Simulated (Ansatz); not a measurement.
One change: `FC(F)(F)F` becomes `FC(F)C(F)(F)F`.

Ansatz, PBE0-D4/def2-TZVP geometries, multiplicity 1. 

```tsv
property	`FC(F)(F)F`
HOMO–LUMO gap (B3LYP/def2-TZVPP) / eV	14.56
HOMO energy (PBE/def2-TZVPP) / eV	-10.32
LUMO energy (B3LYP/def2-TZVPP) / eV	2.27
size of the dipole moment (ωB97M-V/def2-TZVPP) / D	0.00
zero-point energy (PBE0-D4/def2-TZVP) / kJ/mol	45.3
LUMO energy (PBE/def2-TZVPP) / eV	1.74
```

Question: What does the change do to each property? (Estimate.)

Answer: Ansatz gave: 
| property | `FC(F)C(F)(F)F` | shift |
| --- | --- | --- |
| HOMO–LUMO gap (B3LYP/def2-TZVPP) / eV | 11.37 | -3.19 |
| HOMO energy (PBE/def2-TZVPP) / eV | -8.63 | 1.69 |
| LUMO energy (B3LYP/def2-TZVPP) / eV | 1.07 | -1.20 |
| size of the dipole moment (ωB97M-V/def2-TZVPP) / D | 1.49 | 1.49 |
| zero-point energy (PBE0-D4/def2-TZVP) / kJ/mol | 99.7 | 54.4 |
| LUMO energy (PBE/def2-TZVPP) / eV | 0.50 | -1.24 |

With PBE0 the HOMO rises by 2.11 eV and the LUMO falls by 1.29 eV, so the gap narrows by about 3.40 eV. PBE moves the HOMO by 1.69 eV and ωB97M-V by 2.23 eV. The zero-point energy changes by 54.4 kJ/mol with +9 modes.

B3LYP here is the variant with VWN-RPA as its local correlation; programs differ in this.
